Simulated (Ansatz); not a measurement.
One change: `O[SiH](F)S` becomes `C[Te][SiH](O)F`.

Ansatz, PBE0-D4/def2-TZVP geometries, multiplicity 1. Each molecule was computed in one conformer, which needn't be the lowest.

Elements past krypton have def2 core potentials.

| property | `O[SiH](F)S` |
| --- | --- |
| HOMO energy (ωB97M-V/def2-TZVPP) / eV | -10.15 |
| LUMO energy (B3LYP/def2-TZVPP) / eV | -0.22 |
| HOMO–LUMO gap (PBE/def2-TZVPP) / eV | 5.82 |
| size of the dipole moment (ωB97M-V/def2-TZVPP) / D | 0.81 |
| HOMO–LUMO gap (PBE0/def2-TZVPP) / eV | 8.02 |
| LUMO energy (ωB97M-V/def2-TZVPP) / eV | 1.86 |

(1) Give the same properties after the change, and the shifts. (Estimate.)

## Answers

(1) Ansatz gave: 
| property | `C[Te][SiH](O)F` | shift |
| --- | --- | --- |
| HOMO energy (ωB97M-V/def2-TZVPP) / eV | -8.55 | 1.60 |
| LUMO energy (B3LYP/def2-TZVPP) / eV | -1.13 | -0.91 |
| HOMO–LUMO gap (PBE/def2-TZVPP) / eV | 3.70 | -2.12 |
| size of the dipole moment (ωB97M-V/def2-TZVPP) / D | 2.17 | 1.36 |
| HOMO–LUMO gap (PBE0/def2-TZVPP) / eV | 5.56 | -2.46 |
| LUMO energy (ωB97M-V/def2-TZVPP) / eV | 0.87 | -0.99 |

With PBE0 the HOMO rises by 1.47 eV and the LUMO falls by 0.99 eV, so the gap narrows by about 2.46 eV. PBE moves the HOMO by 1.25 eV and ωB97M-V by 1.60 eV. Dipoles are sizes alone; their direction can turn.

B3LYP here is the variant with VWN-RPA as its local correlation; programs differ in this.

Spin–orbit coupling is left out; it splits and shifts lone-pair levels of the heavy atoms by tenths of an eV.
